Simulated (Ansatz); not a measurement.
This singlet lies 1.95 eV below the relaxed triplet at the level B3LYP/cc-pVTZ // PBE0-D3(BJ)/def2-TZVP (Ansatz, a quantum-chemistry and plane-wave program).

Species: C₂H₂OSi, SMILES `C#C[Si]O` (lower singlet) (charge 0, multiplicity 1).

Problem. Give a relaxed geometry from PBE0-D3(BJ)/def2-TZVP in Ansatz.

Solution. One answer among several that fit: the end point of this relaxation, one of several conformers (outside a Z-matrix the atoms follow the SMILES, hydrogens last).
Bond lengths (Å): C1–C2 1.212, C1–H5 1.067, C2–Si3 1.869, Si3–O4 1.650, O4–H6 0.962. Angles (°): C2–C1–H5 179.5, C1–C2–Si3 171.9, C2–Si3–O4 99.7, Si3–O4–H6 118.5.
